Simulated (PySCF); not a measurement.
## Molecular orbitals of DyF

TPSSh at R = 1.976 Å; basis Dy x2c-SVPall, F x2c-SVPall; spin-free X2C with a Gaussian nucleus; PySCF 2.14. State: sextet, about 9.7 electrons in the 4f shell (Mulliken), real f orbitals that mix terms. Only the outer orbitals are listed, counted within each symmetry.

| spin | orbital | occ. | ε (eV) | on Dy (%) | main shells (%) |
| --- | --- | --- | --- | --- | --- |
| α | 8π | 1 | -7.73 | 93 | 92 Dy f |
| α | 8π | 1 | -7.58 | 95 | 94 Dy f |
| α | 3δ | 1 | -7.54 | 100 | 100 Dy f |
| α | 1φ | 1 | -7.36 | 99 | 99 Dy f |
| α | 15σ | 1 | -7.05 | 94 | 91 Dy f |
| α | 3δ | 1 | -6.62 | 100 | 100 Dy f |
| α | 1φ | 1 | -6.43 | 99 | 99 Dy f |
| α | 16σ | 1 | -4.02 | 100 | 87 Dy s |
| α | 4δ | 0 | -1.16 | 100 | 100 Dy d |
| α | 4δ | 0 | -1.13 | 100 | 100 Dy d |
| α | 9π | 0 | -1.03 | 99 | 59 Dy p, 40 Dy d |
| β | 3δ | 1 | -4.54 | 100 | 100 Dy f |
| β | 1φ | 1 | -4.47 | 100 | 100 Dy f |
| β | 15σ | 1 | -3.60 | 100 | 61 Dy f, 37 Dy s |
| β | 16σ | 0 | -2.50 | 99 | 53 Dy s, 36 Dy f |
| β | 4δ | 0 | -0.39 | 100 | 100 Dy d |
| β | 3δ | 0 | -0.38 | 100 | 100 Dy d |

Q: Which are the highest filled and the lowest empty level, where do they sit, and how wide is the gap?

A: Highest filled β 15σ at -3.60 eV (in %: 61 Dy f, 37 Dy s); lowest empty β 16σ at -2.50 eV (in %: 53 Dy s, 36 Dy f); the gap at TPSSh is 1.10 eV.

- bond order (Mayer): 1.11
- ⟨S²⟩: 8.758
- charge on Dy (Mulliken, basis-dependent): 0.38
- charge on Dy (Löwdin, basis-dependent): 0.17
- dipole moment (positive dipole means Dy(−)F(+)): -2.54 D

Spin–orbit coupling is left out. With d or f electrons several states lie close, and the lowest PBE0 determinant need not be the measured ground state.
